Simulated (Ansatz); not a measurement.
`ClB(Cl)[SeH]` + `OCC(F)(F)F` → `FC(F)(F)COB(Cl)Cl` + H₂Se  (ligand exchange at a B–Se bond)

Calculated with Ansatz (gas phase, PBE0-D4/def2-TZVP geometries, no zero-point term in ΔE). CCSD(T)/CBS adds triple-zeta CCSD(T) − MP2 to the extrapolated MP2 energy (def2 sets, frozen cores). DFT in def2-TZVPP. B3LYP here is the variant with VWN-RPA as its local correlation; programs differ in this. HSE06 is defined as in plane-wave codes. For Se outer-core shells are correlated without core-valence functions, which leaves a few kJ/mol of doubt a bond. Scalar relativity is left out up to krypton. One conformer a species, not always the lowest.

Q: Is it downhill or uphill in electronic energy at CCSD(T)/CBS, and by how much? (Best estimate.)

A: The calculation gave: Downhill: ΔE = -0.60 eV.

Q: What do these levels give: LDA (SPW92), r2SCAN-D4, CAM-B3LYP-D4, ωB97X-V, PBE, B3LYP, HSE06, LC-ωPBE, HF/def2-TZVPP, CCSD/def2-TZVPP, CCSD(T)/def2-TZVPP, MP2/CBS(def2)? (Estimate.)

A: Computed: LDA (SPW92) -0.64, r2SCAN-D4 -0.62, CAM-B3LYP-D4 -0.76, ωB97X-V -0.67, PBE -0.52, B3LYP -0.66, HSE06 -0.55, LC-ωPBE -0.63, HF/def2-TZVPP -0.79, CCSD/def2-TZVPP -0.67, CCSD(T)/def2-TZVPP -0.65, MP2/CBS(def2) -0.53 eV.

Q: What do rigid-rotor, harmonic-oscillator terms from PBE0-D4/def2-TZVP frequencies (298.15 K, 1 bar) make of the CCSD(T)/CBS value? (An estimate is asked.)

A: Ansatz gave: ΔZPE = -0.11 eV, ΔH = -0.68 eV, ΔS = -12 J/(mol·K), ΔG = -0.64 eV. Modes under 50 cm⁻¹ make the entropy rough.

Largest T1 diagnostic among the species: 0.012.

In def2-TZVPP, CCSD(T) changes the Hartree–Fock value by +0.14 eV (the triples alone add +0.02 eV) and MP2 by +0.21 eV. At CCSD(T), def2-SVP lies −0.24 eV from the extrapolated value and def2-TZVPP −0.05 eV. From PBE to PBE0 (25 % exact exchange), in def2-TZVPP and without D4, ΔE moves by −0.04 eV.
